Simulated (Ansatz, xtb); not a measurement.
## A geometry optimisation of C3H7AlCl2 with r2SCAN-D4/def2-SVP

The starting geometry of this gas-phase singlet was built from a drawn formula by distance geometry and a force field; its bonds are those of `CC[C@H](Cl)[AlH][Cl]`.

```xyz
13

C     0.1862   -0.7613    2.5551
C    -0.1973    0.1811    1.3485
C    -1.2972   -0.4042    0.5628
Al   -1.9272    0.9657   -0.8244
Cl   -0.7763   -1.8152   -0.3925
Cl   -3.5889    0.4936   -2.2341
H     0.5917   -1.6821    2.1768
H     0.9503   -0.2477    3.1513
H    -0.6892   -0.9260    3.1343
H    -0.5244    1.1607    1.8343
H     0.7012    0.3888    0.7818
H    -2.2268   -0.6170    1.1257
H    -1.2596    2.3889   -0.8400
```

Task: Predict what it relaxes into with r2SCAN-D4/def2-SVP.

Result: A new bond forms, giving a structure with Cl5 bridging C3 and Al4, given below by its coordinates. Distances that change by over a tenth: C3–Cl5 (1.78 → 1.99 Å). Contacts that close: Al4–Cl5 (3.04 → 2.40 Å).

The energy falls by 0.76 eV over 13 steps:

```tsv
step	E − E(last) (eV)
1	0.763
2	0.364
4	0.238
5	0.169
6	0.091
8	0.031
9	0.011
10	0.002
12	0.000
13	0.000
```

Final geometry (Å):

```xyz
13

C     0.2286   -0.8080    2.5052
C    -0.3244    0.3200    1.6412
C    -1.4389   -0.0519    0.7057
Al   -1.8046    0.7555   -1.0474
Cl   -0.7748   -1.3739   -0.6179
Cl   -3.7519    0.5391   -1.8463
H     0.6935   -1.5840    1.8773
H     0.9932   -0.4357    3.2039
H    -0.5699   -1.2853    3.0962
H    -0.7752    1.1022    2.2860
H     0.4882    0.8254    1.0904
H    -2.2356   -0.6330    1.1969
H    -0.7858    1.7550   -1.7115
```

From the same start GFN2-xTB reaches the same bonding as this run.

No frequencies were run, so the end isn't proven a minimum. Run with Ansatz 0.2.0, 58 s on 2 threads of Arm Neoverse V1, with other jobs on the host.
